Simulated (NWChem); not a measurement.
Molecule: CdHOI; SMILES [I][Cd][OH]

```xyz
4

Cd    -0.4746     0.8963     0.0000
I      0.4005    -1.5317     0.0000
O     -1.2350     2.7125     0.0000
H     -0.5467     3.3881     0.0000
```
Atoms are numbered in this order, from 1.

Level: PBE0/def2-SVP with def2 effective core potentials on Cd, I (NWChem), optimised geometry, unscaled harmonic frequencies. def2 effective core potentials on Cd, I; no spin-orbit coupling.

List the harmonic frequencies with IR intensities, and the thermochemistry.


```tsv
frequency (cm⁻¹)	IR intensity (km/mol)
98	9.6
99	1.6
211	6.1
609	72.3
778	56.4
3887	67.0
```

- zero-point energy = 8.1 kcal/mol
- thermal correction to the enthalpy at 298.15 K (with zero-point energy) = 11.9 kcal/mol
- heat capacity Cv = 13.4 cal/(mol K)
- entropy at 298.15 K and 1 atm (symmetry number 1) = 76.1 cal/(mol K)

Rigid rotor and harmonic oscillator; modes under 100 cm⁻¹ make the entropy uncertain.
